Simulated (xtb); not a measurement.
H$_{3}$O$_{3}$Si (SMILES O[Si](O)O), doublet, geometry from GFN2-xTB.

Here is a job for xtb.
```
$ xtb mol.xyz --gfn 2 --uhf 1 --alpb dmf --json

# file mol.xyz
7

O     -0.84317475    -0.87603590    -0.91455838
Si    -0.16941596    -0.08038194     0.34291190
O     -0.28508537     1.51773913    -0.03316397
O      1.37066024    -0.57947772     0.49097699
H     -1.58178239    -0.47345656    -1.36288875
H      0.23413609     2.15205276     0.45211068
H      1.78026866    -1.05105329    -0.23602572
```

### Question
What does this run give for the partial charges in atom order, dipole moment, total energy?

### Answer

```
Property                                                                                  Result
-----------------------------  -----------------------------------------------------------------
partial charges in atom order  O1 -0.52, Si2 0.53, O3 -0.52, O4 -0.52, H5 0.35, H6 0.35, H7 0.35
dipole moment                                                                             1.36 D
total energy                                                                       -15.539732 Ha
```
